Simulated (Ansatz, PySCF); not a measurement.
Species: sum formula AlOH, net charge 0, singlet state. 
Geometry from a B3LYP-D3(BJ)/def2-TZVP (Ansatz, a first-principles code) optimisation:
```
O
H 1 0.9528
Al 1 1.6815 2 180.00
```
Charge 0, spin multiplicity 1.

Dipole moments at this geometry, in debye (magnitudes).

| level | program | dipole (D) |
|---|---|---|
| PBE/def2-TZVPD | PySCF | 0.89 |
| BLYP/def2-TZVPD | Ansatz | 0.79 |
| revPBE/def2-TZVPD | Ansatz | 0.93 |
| BP86/def2-TZVPD | PySCF | 0.90 |
| M06-L/def2-TZVPD | PySCF | ? |
| PBE0/def2-TZVPD | Ansatz | 0.92 |
| BHLYP/def2-TZVPD | Ansatz | 0.86 |
| r2SCAN0/def2-TZVPD | Ansatz | 1.00 |
| HSE06/def2-TZVPD | Ansatz | 0.92 |
| CCSD(T)/aug-cc-pV(D+d)Z | Ansatz | ? |

What belongs in the gaps?


- M06-L/def2-TZVPD, dipole (D): 0.95
- CCSD(T)/aug-cc-pV(D+d)Z, dipole (D): 0.90
